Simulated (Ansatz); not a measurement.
Ga₅F. Charge 0, multiplicity 1. Geometry PBE-D4/def2-SVP.

```xyz
6

Ga   -0.522   -0.401    0.364
Ga   -2.667    0.119   -0.819
Ga   -0.744    1.376   -1.936
Ga    2.216   -0.648    1.390
Ga    1.392    0.928   -0.815
F     0.326   -1.374    1.816
```

The restricted singlet is unstable towards broken spin symmetry in Hartree–Fock (as tested in another run); at HF/STO-3G this wasn't settled. The restricted singlet is unstable towards broken spin symmetry at other levels; at PBE-D4/def2-TZVP, r2SCAN-D4/def2-TZVP, PBE0-D4/def2-SVP, PBE0-D4/def2-TZVP this wasn't settled. Another isomer (singlet) lies 0.33 eV lower at PBE0-D4/def2-TZVP; other spin states weren't run for this one.

Q: Estimate the orbital energies around the gap (eV) in Ansatz with HF/STO-3G, PBE-D4/def2-TZVP, r2SCAN-D4/def2-TZVP, PBE0-D4/def2-SVP, PBE0-D4/def2-TZVP.

A: 
| orbital | HF/STO-3G | PBE-D4/def2-TZVP | r2SCAN-D4/def2-TZVP | PBE0-D4/def2-SVP | PBE0-D4/def2-TZVP |
| --- | --- | --- | --- | --- | --- |
| HOMO−5 | -7.04 | -9.35 | -9.74 | -10.65 | -10.62 |
| HOMO−4 | -6.90 | -8.20 | -8.55 | -9.34 | -9.32 |
| HOMO−3 | -6.23 | -7.08 | -7.35 | -7.99 | -7.97 |
| HOMO−2 | -5.57 | -6.09 | -6.25 | -6.69 | -6.69 |
| HOMO−1 | -4.82 | -4.50 | -4.71 | -5.19 | -5.15 |
| HOMO | -4.05 | -4.49 | -4.71 | -5.10 | -5.09 |
| LUMO | 2.18 | -3.44 | -3.48 | -2.92 | -2.89 |
| LUMO+1 | 3.16 | -3.31 | -3.33 | -2.77 | -2.74 |
| LUMO+2 | 3.95 | -3.00 | -3.01 | -2.45 | -2.43 |
| LUMO+3 | 4.05 | -2.10 | -2.07 | -1.48 | -1.48 |
| LUMO+4 | 5.45 | -1.71 | -1.58 | -1.06 | -1.06 |
| LUMO+5 | 5.76 | -1.36 | -1.28 | -0.65 | -0.64 |
